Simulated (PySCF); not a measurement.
A structure optimised at PBE-D3(BJ)/def2-SVP, used in a PySCF frequency run:

```
C
H 1 1.1122
H 1 1.1122 2 105.96
C 1 1.5222 2 108.26 3 -115.95
O 4 1.4174 1 108.50 2 57.22
H 5 0.9731 4 107.61 1 180.00
H 4 1.1204 5 111.90 6 59.58
H 4 1.1204 7 106.27 5 122.43
C 1 1.5301 2 110.21 3 119.23
H 9 1.1131 1 109.32 2 64.14
H 9 1.1131 10 105.57 1 -117.49
C 9 1.5292 10 109.55 11 -117.87
H 12 1.1087 9 111.78 10 57.68
H 12 1.1100 13 107.59 9 122.41
H 12 1.1100 13 107.59 14 115.18
```

### Question
Write its SMILES, formula and point group.

### Answer
CCCCO, C4H10O, Cs

### Question
What are its rotational constants (standard atomic weights)?

### Answer
18.592, 1.9617, 1.8580 GHz
